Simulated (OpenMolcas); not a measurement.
## Co II: the spin-orbit constant, Racah parameters, worked from levels

- Program: OpenMolcas
- Basis: ANO-RCC-VDZP [5s4p2d1f]
- Scalar Hamiltonian: DKH2, point nucleus
- Active space: 8 electrons in 5 orbitals (3d)
- State averaging: 2S+1 = 3 even, 10 roots; 2S+1 = 1 even, 15 roots
- Spin-orbit coupling: RASSI with atomic mean-field integrals over the reference wave functions, term energies averaged over their components

Methods: CASSCF; SS-CASPT2, IPEA 0.25 Eh, imaginary shift 0.1 Eh (closed shells correlated: 3s 3p). Measured levels: NIST Handbook of Basic Atomic Spectroscopic Data.

**The spin-orbit constant.** For the Hund term 3F of d8, E(J) = (A/2) J(J+1) + constant and ζ = -2S·A = -2A. From J = 2 to J = 4 the energy changes by 7 A.

| Source | E(4) - E(2) | A | ζ |
| --- | --- | --- | --- |
| CASSCF | -1639.8 | -234.3 | 469 |
| SS-CASPT2 | -1626.5 | -232.4 | 465 |
| measured | -1597.2 | -228.2 | 456 |

All in cm-1. SS-CASPT2 is off by +1.8 % and CASSCF by +2.7 %. Both methods take the spin-orbit matrix elements from the reference wave functions, so the second can move ζ only through the term energies and any multistate remixing. Second-order mixing with other terms is absorbed into this ζ.

**Racah parameters.** Above 3F, d8 has 3P at 15B, 1G at 12B + 2C and 1D at 5B + 2C. The first two fix B and C, and the third tests them; where it misses by thousands of cm-1, two parameters do not describe the configuration (Trees and configuration-interaction terms are left out) and B and C hang on the terms chosen. Term energies are centres of gravity, weighted by 2J + 1.

| Source | 3P | 1G | B | C | C/B | 1D from B, C | 1D found |
| --- | --- | --- | --- | --- | --- | --- | --- |
| CASSCF | 16955 | 21675 | 1130 | 4056 | 3.59 | 13762 | 13703 |
| SS-CASPT2 | 14368 | 19536 | 958 | 4021 | 4.20 | 12832 | 10482 |

Energies in cm-1. From CASSCF to SS-CASPT2, B changes by -15.2 % and C by -0.9 %.

CASPT2 does not keep the components of a term degenerate, so their means are used; among the terms shown or strongly mixed into the levels shown the widest spread is 880 cm-1 (3d8 1G, SS-CASPT2). Without dynamic correlation excited terms often stand tens of per cent too high (terms of higher spin than the ground term too low), and those without a measured partner can miss by more than the paired ones (holds for CASSCF). Measured partners are found by configuration, term and J. A level has none where our copy of the source lacks it or the pairing is in doubt (some pairs that miss far off the trend of their configuration count as doubtful), and it then counts in no deviation. Levels of configurations outside the active space are missing.
